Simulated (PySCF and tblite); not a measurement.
The numbers below are computed, except where a source is named.
System: C5F4O, numbered as in [O:1]=[c:2]1[c:3]([F:4])[c:5]1[C:6]([F:7])=[C:8]([F:9])[F:10].

For the rotation about the C5–C6 bond (torsion C2–C5–C6–F7 from 180° to 360°, rising): electronic barrier 7.75 kcal/mol, zero-point change -0.12 kcal/mol, thermal and entropy terms at 350 K a further 0.67 kcal/mol (symmetry numbers apart). The minimum is Cs, the saddle C1. Geometries: GFN2-xTB; energies: PBE0/pcSseg-1 + D3(BJ); zero-point and thermal terms from GFN2-xTB harmonic modes (soft modes blended into free rotors). Rates follow Eyring's equation with the number of equivalent paths and no tunnelling. (PySCF 2.14 with density fitting, tblite 0.8.)

How many equivalent paths lead out of the minimum?

2: the symmetry number of the minimum is 1, that of the saddle displaced along its mode 1, and the displaced saddle is chiral while the minimum is not, which doubles the count.

Work out the rate at 350 K.

ΔG‡ = 8.30 kcal/mol; k_B T/h = 7.3×10¹² s⁻¹; exp(−ΔG‡/RT) = 6.6×10⁻⁶; times 2 gives k = 9.6×10⁷ s⁻¹. Wigner's tunnelling factor for the 50i cm⁻¹ mode would be 1.00.
